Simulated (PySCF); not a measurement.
C$_{2}$H$_{5}$S, doublet, geometry from GFN2-xTB. Base run: R2SCAN/def2-SVP in PySCF.

Here is a job for PySCF.
```python
from pyscf import gto, scf, dft

mol = gto.Mole()
mol.atom = '''
    C     1.48255365    0.65932309   -0.01655837
    C    -0.03154429    0.78395239    0.00248490
    S    -0.84471660   -0.82371473    0.00823708
    H    -0.37104627    1.31200621    0.89543533
    H    -0.39297317    1.31674827   -0.87896880
    H     1.93395512    1.64948226   -0.01949031
    H     1.83064329    0.11841436    0.86042594
    H     1.80883038    0.12313177   -0.90475459
'''
mol.basis = 'def2-svp'
mol.spin = 1
mol.verbose = 4
mol.build()

mf = dft.UKS(mol)
mf.xc = 'r2scan'
mf.kernel()
```

The base run was repeated with changes; each row names its change, and settings that it needs were set with it.

```json
[
 {"change": "base", "ΔE vs base (mEh)": "0.000", "fitting functions": "-", "dipole (D)": "1.73"},
 {"change": "auxbasis = cc-pvdz-jkfit", "ΔE vs base (mEh)": "-0.176", "fitting functions": "367", "dipole (D)": "1.73"},
 {"change": "auxbasis = default (with mf = mf.density_fit())", "ΔE vs base (mEh)": "-0.211", "fitting functions": "204", "dipole (D)": "1.73"},
 {"change": "auxbasis = even-tempered beta=3.0", "ΔE vs base (mEh)": "-1.224", "fitting functions": "361", "dipole (D)": "1.73"},
 {"change": "auxbasis = even-tempered beta=1.6", "ΔE vs base (mEh)": "-0.003", "fitting functions": "784", "dipole (D)": "1.73"},
 {"change": "auxbasis = cc-pvqz-jkfit", "ΔE vs base (mEh)": "-0.048", "fitting functions": "615", "dipole (D)": "1.73"},
 {"change": "auxbasis = def2-svp-ri", "ΔE vs base (mEh)": "-648.0", "fitting functions": "228", "dipole (D)": "1.75"},
 {"change": "auxbasis = autoaux", "ΔE vs base (mEh)": "-0.061", "fitting functions": "499", "dipole (D)": "1.73"},
 {"change": "auxbasis = def2-tzvp-ri", "ΔE vs base (mEh)": "-14.990", "fitting functions": "340", "dipole (D)": "1.73"},
 {"change": "auxbasis = even-tempered beta=2.0", "ΔE vs base (mEh)": "-0.034", "fitting functions": "527", "dipole (D)": "1.73"}
]
```

A fitting set is made for a task (jfit for Coulomb, jkfit for Coulomb and exchange, ri for correlation) and for a family of orbital bases.

Open shells are given as the SCF converged; they aren't shown to be the lowest states, and a large step between rows can be another state.
